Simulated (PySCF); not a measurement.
C₁₀H₈Se.

```xyz
19

C     -3.8056     0.4456    -0.4098
C     -3.1289    -0.7731    -0.3895
C     -1.7400    -0.8030    -0.3141
C     -0.9943     0.3851    -0.2483
C      0.4676     0.3688    -0.1729
C      1.3499     1.3274    -0.6104
C      2.7276     1.0381    -0.3941
C      2.9710    -0.1564     0.2235
Se     1.3994    -1.0567     0.6071
C     -1.6903     1.6057    -0.2602
C     -3.0783     1.6340    -0.3466
H     -4.8959     0.4695    -0.4717
H     -3.6868    -1.7110    -0.4421
H     -1.2190    -1.7644    -0.3269
H      1.0113     2.2334    -1.1171
H      3.5290     1.7121    -0.7040
H      3.9390    -0.5818     0.4860
H     -1.1328     2.5410    -0.1785
H     -3.5985     2.5949    -0.3517
```
Charge 0, spin multiplicity 1.

The structure is a stationary point at PBE0-D3(BJ)/def2-SVP. The values are those of a single conformer.

Computed with PBE/pcSseg-1 (PySCF). Non-relativistic, no solvent.

Computed absolute GIAO shielding of each atom: isotropic value and principal components (ppm):
```csv
atom,σ(iso),σ11,σ22,σ33,span
C1,49.7,-56.6,37.2,168.4,225.0
C2,47.9,-59.5,36.5,166.8,226.3
C3,48.9,-47.4,44.1,150.1,197.5
C4,41.0,-48.8,11.5,160.2,209.0
C5,19.5,-41.0,-0.5,99.9,140.9
C6,53.9,-13.2,37.4,137.4,150.7
C7,47.4,-28.4,36.3,134.4,162.8
C8,42.9,-47.8,44.0,132.4,180.3
Se9,1116.4,830.9,1200.6,1317.6,486.7
C10,52.1,-44.4,41.2,159.5,203.9
C11,48.2,-59.2,36.3,167.4,226.6
H12,24.0,21.0,24.5,26.4,5.4
H13,23.9,20.5,24.0,27.1,6.6
H14,23.8,18.1,22.2,31.1,13.0
H15,24.0,19.9,24.4,27.6,7.7
H16,24.1,20.9,23.9,27.5,6.6
H17,23.9,20.6,23.0,28.0,7.5
H18,23.6,18.9,22.8,29.2,10.3
H19,23.8,20.5,24.2,26.8,6.2
```
